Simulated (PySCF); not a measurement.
Compound: C5H11B.
Cartesian coordinates in Å at the PBE0-D3(BJ)/def2-SVP level; atoms count from 1:
```
atom  x, y, z in Å
B1     0.137    1.572    0.751
C2    -1.129    0.660    0.633
C3    -0.846   -0.833    0.449
C4     0.351   -1.088   -0.464
C5     1.634   -0.465    0.081
C6     1.522    1.053    0.241
H7     0.021    2.724    1.121
H8    -1.864    0.856    1.432
H9    -1.621    1.069   -0.278
H10   -0.637   -1.285    1.434
H11   -1.735   -1.358    0.063
H12    0.141   -0.675   -1.468
H13    0.491   -2.172   -0.605
H14    2.489   -0.731   -0.564
H15    1.852   -0.917    1.065
H16    1.595    1.546   -0.755
H17    2.367    1.484    0.804
```

Computed, not measured: PySCF, TDDFT B3LYP/def2-SVPD, vertical, gas phase, core orbitals frozen in the response.

Ground-to-excited transition dipoles (e·a0, same axes as the geometry; the sign carries no meaning), for the states with f of 0.002 or more among the lowest 6:

| state | E (hartree) | μx | μy | μz |
| --- | --- | --- | --- | --- |
| S3 | 0.2574 | -0.012 | 0.173 | 0.088 |
| S4 | 0.2642 | 0.160 | 0.024 | -0.024 |
| S5 | 0.2724 | -0.488 | -0.068 | 0.072 |
| S6 | 0.2732 | 0.034 | -0.245 | 0.028 |

**Question.** What oscillator strength does each state have?

**Answer.** f = (2/3) ΔE |μ|² with ΔE in hartree (27.2114 eV).

```json
{"state": "S3", "|μ|² (au)": "0.038", "|μ| (D)": "0.49", "f": "0.006"}
{"state": "S4", "|μ|² (au)": "0.027", "|μ| (D)": "0.42", "f": "0.005"}
{"state": "S5", "|μ|² (au)": "0.248", "|μ| (D)": "1.27", "f": "0.045"}
{"state": "S6", "|μ|² (au)": "0.062", "|μ| (D)": "0.63", "f": "0.011"}
```

**Question.** The point group is Cs. Which irreducible representation does each state belong to?

**Answer.** From a totally symmetric ground state, an allowed state transforms like the component of the dipole operator along its μ. Polarised normal to the mirror plane, so A″: S4 and S5. Polarised in the mirror plane, so A′: S3 and S6.

**Question.** What angle do the transition dipoles of S5 and S6 make?

**Answer.** |cos θ| = |μa·μb| / (|μa| |μb|) = 0.02, so θ ≈ 89° (taken between 0 and 90°, since the signs are arbitrary).

**Question.** How is the summed strength of these states shared among x, y and z?

**Answer.** (2/3) Σ ΔE μα² gives 0.048 for x, 0.017 for y and 0.003 for z, 0.068 in all.

**Question.** What peak molar absorption coefficient would the strongest computed level give as a lone Gaussian band 0.4 eV wide at half height?

**Answer.** ε(max) = 2.175×10⁸ f / FWHM, with the width in cm⁻¹. S5: 2.175×10⁸ × 0.0450 / 3226 ≈ 3000 L mol⁻¹ cm⁻¹.

One conformer stands for the species.
